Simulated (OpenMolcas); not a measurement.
# Levels of Ni7+ by method

* Program: OpenMolcas 26.06
* Basis: ANO-L-VTZP [6s5p3d2f1g]
* Scalar Hamiltonian: non-relativistic, point nucleus
* Active space: 3 electrons in 5 orbitals (3d)
* State averaging: 2S+1 = 4 even, 10 roots; 2S+1 = 2 even, 40 roots
* Spin-orbit coupling: RASSI with atomic mean-field integrals over the reference wave functions, term energies averaged over their components

Methods on the same reference wave functions:
A. CASSCF
B. SS-CASPT2, IPEA 0.25 Eh, imaginary shift 0.1 Eh (closed shells correlated: 3s 3p)
C. MS-CASPT2, IPEA 0.25 Eh, imaginary shift 0.1 Eh (closed shells correlated: 3s 3p)
D. XMS-CASPT2, IPEA 0.25 Eh, imaginary shift 0.1 Eh (closed shells correlated: 3s 3p)

Energies in cm⁻¹ above 3d³ ⁴F_3/2, the measured ground level; measured values from Corliss and Sugar, J. Phys. Chem. Ref. Data 10, 197 (1981).

| Level | A | B | C | D | Measured |
| --- | --- | --- | --- | --- | --- |
| 3d³ ⁴F_3/2 | 0.0 | 0.0 | 0.0 | 0.0 | 0.0 |
| 3d³ ⁴F_5/2 | 1018 | 1029 | 1029 | 1027 | 1012 |
| 3d³ ⁴F_7/2 | 2367 | 2380 | 2380 | 2380 | 2184 |
| 3d³ ⁴F_9/2 | 3988 | 4000 | 4000 | 4000 | 3721 |
| 3d³ ⁴P_1/2 | 28428 | 24660 | 24620 | 24820 | 23261 |
| 3d³ ⁴P_3/2 | 28684 | 24940 | 24870 | 25070 | 23710 |
| 3d³ ²G_7/2 | 29485 | 27010 | 27010 | 27730 |  |
| 3d³ ⁴P_5/2 | 30055 | 26250 | 26250 | 26440 | 24669 |
| 3d³ ²G_9/2 | 30701 | 28270 | 28290 | 29000 |  |
| 3d³ ²P_1/2 | 38762 | 36540 | 34700 | 35190 |  |
| 3d³ ²H_9/2 | 39058 | 37200 | 37680 | 38240 |  |
| 3d³ ²H_11/2 | 39875 | 38040 | 38550 | 39100 |  |
| 3d³ ²D_5/2(1) | 43372 | 38030 | 38020 | 38680 |  |
| 3d³ ²F_7/2 | 66034 | 60110 | 60110 | 60950 |  |
| 3d³ ²F_5/2 | 66583 | 60650 | 60640 | 61490 |  |
| 3d³ ²D_5/2(2) | 102732 | 93900 | 93910 | 94210 |  |
| 3d³ ²D_3/2(2) | 103390 | 94550 | 94540 | 94820 |  |

Deviations, from unrounded energies. A percentage is the sum of absolute deviations over the sum of measured energies, with the sign that they share, or ± where signs differ.

```csv
Against measurement,Levels,A,B,C,D
mean absolute deviation (cm-1),6,2700,780,770,860
fine structure of the ground term (%),3,+6.6,+7.1,+7.1,+7.1
other terms of the ground configuration (%),3,+21.7,+5.9,+5.7,+6.5
```

B, C lie about equally close to measurement and A furthest from it. The largest miss of C in the table is 3d³ ⁴P_5/2, by +1600 cm-1. The ranking rests on the paired levels alone, and a cruder setting can come out closer through cancelling errors.

Among B to D the level of the table that moves most is 3d³ ²P_1/2, by 1800 cm-1 (lowest in C, highest in B). Moves below CASPT2's spread within the term are not significant.

The mean deviations of B to D differ by less than CASPT2's widest spread within a term (1200 cm-1), so their order carries little weight.

From A to B the spin-free energies of the other terms of 3d³ shown, above ⁴F, scale by factors of 0.86 to 0.95, as is usual when dynamic correlation screens the repulsion within a d or f shell.

The lowest spin-free term lies below A's lowest term by 0.280 hartree in B, 0.280 hartree in C, 0.284 hartree in D.

CASPT2 does not keep the components of a term degenerate, so their means are used; among the terms shown or strongly mixed into the levels shown the widest spread is 1200 cm-1 (3d³ ⁴F, D). Without dynamic correlation excited terms often stand tens of per cent too high (terms of higher spin than the ground term too low), and those without a measured partner can miss by more than the paired ones (holds for A). The CASPT2 spread within a term exceeds the gap to the next term for 3d³ ²P and 3d³ ²D(1), 3d³ ²D(1) and 3d³ ²H, so the order of their levels is uncertain, and so are names and mixing where such terms share a J (holds for B). Computed and measured levels are paired by configuration, term and J; levels that our copy of the source lacks, or whose pairing is in doubt (as where it misses far off the trend of its configuration), stay unpaired and out of the deviations. Only configurations of the active space appear. The table leaves out levels that lie high or whose names do not pair safely across all columns.

A number in round brackets counts repeated terms of one configuration in the order of the reference energies.
